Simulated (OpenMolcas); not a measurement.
An OpenMolcas run meant for Dy4+ (ANO-R3, X2C; inactive shells 1s 2s 2p 3s 3p 3d 4s 4p 4d 5s 5p; intended active space 8 electrons in 7 orbitals (4f)). One step of its input:

```
&RASSCF
FileOrb=start.orb
Symmetry=1
Spin=7
nActEl=8 0 0
Inactive=15 12
Ras2=0 7
CIRoot=7 7 1
SDav=7
CIMx=300
Iter=2 100
PrWF=0.3
OrbListing=Nothing
MaxOrb=0
Atom
>>> COPY $Project.JobIph JOB001
```

Lines from the output:

```
...
      Natural orbitals and occupation numbers for root  1
      sym 2:   1.000000   1.000000   1.000000   1.000000   1.000000   2.000000   1.000000
      Natural orbitals and occupation numbers for root  2
      sym 2:   2.000000   1.000000   1.000000   1.000000   1.000000   1.000000   1.000000
      Natural orbitals and occupation numbers for root  3
      sym 2:   1.000000   1.000000   2.000000   1.000000   1.000000   1.000000   1.000000
::    RASSCF root number  1 Total energy: -12149.64251411
::    RASSCF root number  2 Total energy: -12149.64251411
::    RASSCF root number  3 Total energy: -12149.64251411
::    RASSCF root number  4 Total energy: -12149.64251411
::    RASSCF root number  5 Total energy: -12149.64251411
::    RASSCF root number  6 Total energy: -12149.64251411
::    RASSCF root number  7 Total energy: -12149.64251411
                  YZ= -1.4082E-01              ZZ=  2.5682E-01
--
  Molden files will not be produced
      Average orbitals are written to the RASORB file
--- Stop Module: rasscf at  /rc=_RC_NOT_CONVERGED_ ---
.#######################.
.# Convergence problem #.
.#######################.
```

What is wrong with the input?

The iteration limit is far too low, so the equations stop before they converge.
